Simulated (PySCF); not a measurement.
GeP at PBE0

Level: PBE0. PySCF, spin-free X2C with a Gaussian nucleus, basis sets Ge x2c-TZVPPall, P x2c-TZVPPall.

For GeP, the state is ⁶Σ⁺ (sextet), unpaired electrons σ ↑, π ↑↑↑↑, a second solution, started from another occupation and the bond length is 2.722 Å. The harmonic wavenumber is 154 cm⁻¹. The force constant is 0.307 mdyn/Å. The rotational constant Be is 0.1043 cm⁻¹. The anharmonicity ωexe is 2.26 cm⁻¹, the vibration–rotation constant αe is 0.00155 cm⁻¹ and the energy of the minimum from ground-state Ge + P is -0.314 eV. The bond order (Mayer) is 0.52. The dipole moment (positive dipole means Ge(−)P(+)) is 1.64 D.

Spin–orbit coupling is left out.
